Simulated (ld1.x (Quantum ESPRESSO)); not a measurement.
**An all-electron radial function and its pseudo partner (Ni)**

Columns: radius, all-electron u(r) and pseudo u(r) of the 3d shell (level -8.90 eV) of nickel in the configuration [Ne] 3s2 3p6 3d8 4s2 4p0; PBEsol, scalar-relativistic, TM scheme, ld1.x (Quantum ESPRESSO) 7.5.

| r (bohr) | all-electron | pseudo |
| --- | --- | --- |
| 0.088 | 0.0706 | 0.0270 |
| 0.175 | 0.2879 | 0.1797 |
| 0.262 | 0.5364 | 0.4563 |
| 0.350 | 0.7421 | 0.7396 |
| 0.438 | 0.8803 | 0.9172 |
| 0.525 | 0.9547 | 0.9827 |
| 0.612 | 0.9804 | 0.9888 |
| 0.700 | 0.9718 | 0.9723 |
| 0.788 | 0.9408 | 0.9408 |
| 0.875 | 0.8974 | 0.8974 |
| 0.962 | 0.8473 | 0.8473 |
| 1.050 | 0.7937 | 0.7937 |
| 1.138 | 0.7400 | 0.7400 |
| 1.225 | 0.6882 | 0.6882 |
| 1.312 | 0.6386 | 0.6386 |
| 1.400 | 0.5913 | 0.5913 |
| 1.487 | 0.5474 | 0.5474 |
| 1.575 | 0.5061 | 0.5061 |
| 1.662 | 0.4683 | 0.4683 |
| 1.750 | 0.4329 | 0.4329 |
| 1.838 | 0.4003 | 0.4003 |
| 1.925 | 0.3705 | 0.3705 |
| 2.012 | 0.3430 | 0.3430 |
| 2.100 | 0.3174 | 0.3174 |
| 2.188 | 0.2937 | 0.2937 |
| 2.275 | 0.2722 | 0.2722 |

**Question.** How many radial nodes do the two functions have?

**Answer.** The all-electron 3d function has n − l − 1 = 0; the pseudo-wave has 0.

**Question.** At about which radius was the pseudo-wave matched?

**Answer.** 0.80 bohr, where the columns begin to agree (steps of 0.09 bohr).

**Question.** Where does each function peak?

**Answer.** Outermost all-electron maximum near 0.61 bohr, pseudo maximum near 0.61 bohr (to the table’s step).

**Question.** Is the pseudo-wave norm-conserving?

**Answer.** Yes: the TM scheme keeps the norm inside the radius equal to the all-electron one, which fixes the energy derivative of the logarithmic derivative at the level.
